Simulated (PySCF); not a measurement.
O₃Te. Atoms are numbered in the order given.

```xyz
4

Te     0.0000     0.0000     0.0000
O      1.8388     0.0000     0.0000
O     -0.9194     1.5925     0.0000
O     -0.9194    -1.5925     0.0000
```
Charge 0, spin multiplicity 1.

Geometry: PBE-D3(BJ)/def2-SVP. The def2 effective core potentials stand for the cores of Te; spin–orbit coupling is left out.

These are PySCF with PBE/def2-TZVPD values and carry that method's errors.

Mulliken values depend strongly on the basis, most of all with diffuse functions as here. ESP charges are fitted to the potential on shells at 1.4 to 2.0 van der Waals radii. Atomic charges (e):

| atom | ESP fit | Mulliken |
|---|---|---|
| Te1 | 1.10 | 1.36 |
| O2 | -0.36 | -0.45 |
| O3 | -0.37 | -0.45 |
| O4 | -0.37 | -0.45 |
